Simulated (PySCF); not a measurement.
# Electron correlation in Fe⁺ (iron, charge +1)

[Ar] 3d7, high-spin 4F determinant (an excited configuration). Calculation: PySCF 2.14, in def2-TZVPPD; the non-relativistic Hamiltonian (point nucleus). Frozen: [Ne]; 15 electrons correlated.

```csv
level,correlation energy (mhartree)
CCSD,-514.38
(T),-11.74
CCSD(T),-526.12
```

Diagnostics: T1 = 0.012, D1 = 0.0239, largest double amplitude 0.026.

Cost of the coupled-cluster step: of the order of 22 core-seconds, for 15 correlated electrons.

Iterations:

```
CC2 = 0
CCSD nocc = (np.int64(9), np.int64(6)), nmo = (62, 62)
frozen orbitals [[0, 1, 2, 3, 4], [0, 1, 2, 3, 4]]
max_cycle = 100
direct = 0
conv_tol = 1e-08
conv_tol_normt = 1e-06
diis_space = 8
diis_start_cycle = 0
Init t2, MP2 energy = -0.539451684335392
Init E_corr(UCCSD) = -0.539451684336076
cycle = 1  E_corr(UCCSD) = -0.497308131759036  dE = 0.0421435526  norm(t1,t2) = 0.0953505
cycle = 2  E_corr(UCCSD) = -0.517638154048284  dE = -0.0203300223  norm(t1,t2) = 0.0414024
cycle = 3  E_corr(UCCSD) = -0.514190638253181  dE = 0.0034475158  norm(t1,t2) = 0.0269531
cycle = 4  E_corr(UCCSD) = -0.514039407445021  dE = 0.000151230808  norm(t1,t2) = 0.004363
cycle = 5  E_corr(UCCSD) = -0.514404586735624  dE = -0.000365179291  norm(t1,t2) = 0.00182534
cycle = 6  E_corr(UCCSD) = -0.514411134211013  dE = -6.54747539e-06  norm(t1,t2) = 0.000703615
cycle = 7  E_corr(UCCSD) = -0.514368167116592  dE = 4.29670944e-05  norm(t1,t2) = 0.000248722
cycle = 8  E_corr(UCCSD) = -0.514376843858195  dE = -8.6767416e-06  norm(t1,t2) = 9.49934e-05
cycle = 9  E_corr(UCCSD) = -0.514383282462863  dE = -6.43860467e-06  norm(t1,t2) = 3.38817e-05
cycle = 10  E_corr(UCCSD) = -0.514382250038709  dE = 1.03242415e-06  norm(t1,t2) = 9.86995e-06
cycle = 11  E_corr(UCCSD) = -0.51438211259074  dE = 1.37447969e-07  norm(t1,t2) = 4.34344e-06
cycle = 12  E_corr(UCCSD) = -0.514382081886423  dE = 3.07043169e-08  norm(t1,t2) = 1.84672e-06
cycle = 13  E_corr(UCCSD) = -0.514382025440845  dE = 5.64455781e-08  norm(t1,t2) = 6.88427e-07
cycle = 14  E_corr(UCCSD) = -0.514382062796585  dE = -3.73557402e-08  norm(t1,t2) = 3.95523e-07
cycle = 15  E_corr(UCCSD) = -0.514382050962901  dE = 1.18336843e-08  norm(t1,t2) = 2.04975e-07
cycle = 16  E_corr(UCCSD) = -0.514382048113139  dE = 2.84976232e-09  norm(t1,t2) = 8.53168e-08
UCCSD converged
E(UCCSD) = -1262.651059973497  E_corr = -0.5143820481131386
UCCSD(T) correction = -0.0117448676701701
```

This basis was not built for core-valence correlation, so the inner-shell part is incomplete.
